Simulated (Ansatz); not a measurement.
Program: Ansatz. Geometries: PBE0-D4/def2-TZVP. ΔE: electronic, gas phase. CCSD(T)/CBS adds triple-zeta CCSD(T) − MP2 to the extrapolated MP2 energy (def2 sets, frozen cores). This one scheme is used for every species. Functionals use def2-TZVPP. Each species was taken in one conformer, which may not be the lowest.

`CO[SiH2][SiH2]Cl` + `O[SiH](O)O` → `CO[SiH2]O[SiH](O)O` + `[SiH3]Cl`  (cleavage of the Si–Si bond)

`CO[SiH2][SiH2]Cl`:

Cartesian coordinates in Å:
```
C 0.484 -1.959 1.185
O 0.582 -0.892 0.268
Si -0.543 0.305 0.171
Si 0.165 1.759 -1.519
Cl -1.258 3.254 -1.640
H -0.425 -2.547 1.018
H 0.482 -1.596 2.220
H 1.349 -2.609 1.047
H -0.663 1.037 1.466
H -1.890 -0.248 -0.154
H 1.471 2.397 -1.216
H 0.245 1.099 -2.846
```

`O[SiH](O)O`:

```xyz
8

O    -1.105   -0.965   -0.736
Si   -0.083    0.211   -0.258
O     1.404   -0.322    0.188
O    -0.689    0.934    1.076
H    -1.458   -1.547   -0.062
H     0.016    1.112   -1.423
H     1.967   -0.698   -0.490
H    -0.052    1.275    1.705
```

`CO[SiH2]O[SiH](O)O`:

Cartesian coordinates in Å:
```
C 0.477 0.145 -2.549
O 0.183 0.029 -1.172
Si 0.318 1.292 -0.116
O -0.202 0.735 1.312
Si -0.852 -0.628 1.962
O -0.159 -0.995 3.387
O -0.635 -1.848 0.900
H 1.539 0.354 -2.711
H -0.116 0.938 -3.017
H 0.232 -0.801 -3.033
H 1.735 1.722 -0.019
H -0.528 2.418 -0.585
H -2.267 -0.364 2.270
H 0.692 -1.437 3.368
H -0.417 -1.561 0.004
```

`[SiH3]Cl`:

Cartesian coordinates in Å:
```
Si -0.004 -0.071 0.107
Cl 0.056 1.068 -1.600
H -0.090 0.835 1.275
H 1.232 -0.884 0.174
H -1.195 -0.948 0.045
```

Task: Is it downhill or uphill in electronic energy at CCSD(T)/CBS, and by how much? (Best estimate.)

Result: The calculation gave: Downhill: ΔE = -1.46 eV.

Task: What do these levels give: PBE0-D4, ωB97M-V, PBE, SCS-MP2/def2-TZVPP, HF/def2-QZVPP, SCS-MP2/def2-QZVPP? (An estimate is asked.)

Result: Ansatz gave: PBE0-D4 -1.28, ωB97M-V -1.49, PBE -1.16, SCS-MP2/def2-TZVPP -1.55, HF/def2-QZVPP -1.67, SCS-MP2/def2-QZVPP -1.55 eV.

Largest T1 diagnostic among the species: 0.012.

In def2-TZVPP, CCSD(T) changes the Hartree–Fock value by +0.17 eV (the triples alone add +0.02 eV) and MP2 by +0.11 eV. The D4 term adds −0.04 eV with B3LYP and −0.02 eV with PBE0; it sums over pairs of atoms, weighted by their polarisabilities, and B3LYP, whose exchange is more repulsive, gets the larger term. From PBE to PBE0 (25 % exact exchange), in def2-TZVPP and without D4, ΔE moves by −0.10 eV.

B3LYP here is the variant with VWN-RPA as its local correlation; programs differ in this.
